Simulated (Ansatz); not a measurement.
`[GaH2][NH][SiH2][SiH2][GeH3]` + `CCS` → `S[SiH2][SiH2][GeH3]` + `CC[NH][GaH2]`  (formal exchange of groups at the Si–N bond)

Gas-phase electronic energies from Ansatz, PBE0-D4/def2-TZVP geometries. CCSD(T)/CBS is the MP2 limit (def2-TZVPP, def2-QZVPP) plus CCSD(T) − MP2 in def2-TZVPP, frozen cores. For Ga, Ge outer-core shells are correlated without core-valence functions, which leaves a few kJ/mol of doubt a bond. Scalar relativity is left out up to krypton. One conformer a species, not always the lowest.

```tsv
level	ΔE (eV)
MP2/def2-TZVPP	0.22
HF/def2-QZVPP	0.10
```

What does CCSD(T)/CBS give? (An estimate is asked.)

Ansatz gave: +0.20 eV. The listed levels differ from it by 0.02, -0.10 eV.

Largest T1 diagnostic among the species: 0.014.

From PBE to PBE0 (25 % exact exchange), in def2-TZVPP and without D4, ΔE moves by +0.05 eV. In def2-TZVPP, CCSD(T) changes the Hartree–Fock value by +0.11 eV (the triples alone add +0.01 eV) and MP2 by +0.13 eV.
